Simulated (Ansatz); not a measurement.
Reactions of `O=CC(F)[TeH]`.

Program: Ansatz. Geometries: PBE0-D4/def2-TZVP. ΔE: electronic, gas phase. CCSD(T)/CBS is the MP2 limit (def2-TZVPP, def2-QZVPP) plus CCSD(T) − MP2 in def2-TZVPP, frozen cores. This one scheme is used for every species, atoms too. Functionals use def2-TZVPP. B3LYP here is the variant with VWN-RPA as its local correlation; programs differ in this. Open shells (•) are unrestricted, without spin–orbit coupling. Spin–orbit coupling would lower the free atoms: a little for C, F, O; strongly for Te. def2 core potentials past Kr. Bonds to Te are less sure, by a few kJ/mol each and by 10 to 20 or more in all where they break to atoms, as the def2 sets lack core-valence functions. Each species was taken in one conformer, which may not be the lowest.

| reaction | CCSD(T)/CBS(def2) (kcal/mol) |
| --- | --- |
| `O=CC(F)[TeH]` → `[CH]F` + `O=C[TeH]` | ? |
| `O=CC(F)[TeH]` + `OB1CS1` → `[TeH]B1CS1` + `O=CC(O)F` | ? |
| `O=CC(F)[TeH]` + propene → `C=C(C)C=O` + `FC[TeH]` | -5.7 |
| `O=CC(F)[TeH]` + CH₃OH → `COC(F)[TeH]` + `C=O` | 8.9 |
| `O=CC(F)[TeH]` + `O[SiH2][SiH3]` → `O=CO[SiH2][SiH3]` + `FC[TeH]` | -9.7 |
| `O=CC(F)[TeH]` + H₂S → `O=CC(F)S` + H₂Te | ? |
| `O=CC(F)[TeH]` + H₂O → `OC(F)[TeH]` + `C=O` | 11.8 |
| `O=CC(F)[TeH]` + H₂O → `O=CC(O)F` + H₂Te | 2.8 |
| `O=CC(F)[TeH]` + `FB[SiH2][SiH3]` → `[SiH3][SiH2][TeH]` + `O=CC(F)BF` | -28.2 |
| `O=CC(F)[TeH]` → 2 C• + F• + 3 H• + O• + Te• | 703.8 |

(1) Fill in the missing values. (Best estimate.)

Largest T1 diagnostic: 0.018, for `[CH]F`.

Results:

(1) Ansatz gave: `O=CC(F)[TeH]` → `[CH]F` + `O=C[TeH]`: +85.4 kcal/mol; `O=CC(F)[TeH]` + `OB1CS1` → `[TeH]B1CS1` + `O=CC(O)F`: +11.7 kcal/mol; `O=CC(F)[TeH]` + H₂S → `O=CC(F)S` + H₂Te: +4.0 kcal/mol.
